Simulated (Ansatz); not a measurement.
The same path of CH5BOSi (9 atoms, charge 0, multiplicity 1) was run twice with different band settings. The coordinate that changes most is the dihedral O3–C2–Si4–H9.

Method: Ansatz, RKS B3LYP/cc-pVDZ.

Relaxed end points:

```xyz
9
Properties=species:S:1:pos:R:3
B -0.099 1.293 -0.326
C 0.362 -0.143 -0.167
O 1.531 -0.632 -0.698
Si -0.728 -1.167 0.767
H 0.581 2.080 -0.952
H -1.136 1.657 0.164
H 1.962 0.103 -1.164
H -0.500 -2.610 1.063
H -1.972 -0.581 1.313
```

```xyz
9
Properties=species:S:1:pos:R:3
B -0.096 1.294 -0.321
C 0.363 -0.143 -0.167
O 1.529 -0.633 -0.701
Si -0.730 -1.168 0.763
H 0.583 2.081 -0.948
H -1.131 1.660 0.174
H 1.960 0.102 -1.166
H -1.971 -0.579 1.314
H -0.508 -2.613 1.051
```

Common settings: movable images 9; climbing image yes; optimiser quadratic models (default); start path IDPP; force threshold 0.03 eV/Å; end points relaxed.

| run | spring | iteration limit |
| --- | --- | --- |
| 1 | 5.0 eV/Å² | 35 |
| 2 | 20.0 eV/Å² | 47 |

Problem. What does each run give, and how far can it be trusted?

Solution. Run 1: converged after 14 iterations, highest image 0.415 eV above the first end. A vibrational analysis at the climbing image gives one clearly imaginary mode, 269i cm⁻¹: a first-order saddle point.
Run 2: converged after 14 iterations, highest image 0.415 eV above the first end. Another band between the same ends (9 images) ends at a top of the same energy, where a vibrational analysis finds 1 clearly imaginary mode.
